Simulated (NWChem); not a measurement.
System: CH₃FMg; SMILES [F][Mg][CH3]

Input file for NWChem:

```
start job
memory heap 200 mb stack 900 mb global 1100 mb
geometry units angstroms noautosym nocenter noautoz
  Mg    -0.077021     0.280852     0.001357
  F      0.200700     2.024702    -0.001121
  C     -0.403602    -1.771537     0.004276
  H      0.062229    -2.259015    -0.868585
  H     -1.479419    -2.013070    -0.023262
  H      0.014685    -2.249260     0.906114
end
basis spherical
  * library def2-svp
end
dft
  xc xwpbe 1.00 cpbe96 1.0 hfexch 1.00
  cam 0.35 cam_alpha 0.0 cam_beta 1.0
  iterations 150
  vectors input atomic output neutral.movecs
end
task dft energy
charge 1
dft
  odft
  mult 2
  vectors input atomic output cation.movecs
end
task dft energy
```

The geometry was optimised at PBE0/def2-SVP.

Ions are spin-unrestricted doublets at the neutral geometry; other ion states weren't tried. Functional: LC-ωPBE (HJS hole) with def2-SVP; the question gives the range parameter ω in 1/bohr.

Predict the main results of this run. (LC-wPBE (HJS exchange hole, range parameter 0.35 per bohr)/def2-SVP, vertical spin-unrestricted ions.) Quantities: vertical ionisation energy, ΔSCF (eV); −ε(HOMO) (eV).


```json
{
  "vertical ionisation energy, ΔSCF (eV)": "13.36",
  "−ε(HOMO) (eV)": "10.11"
}
```
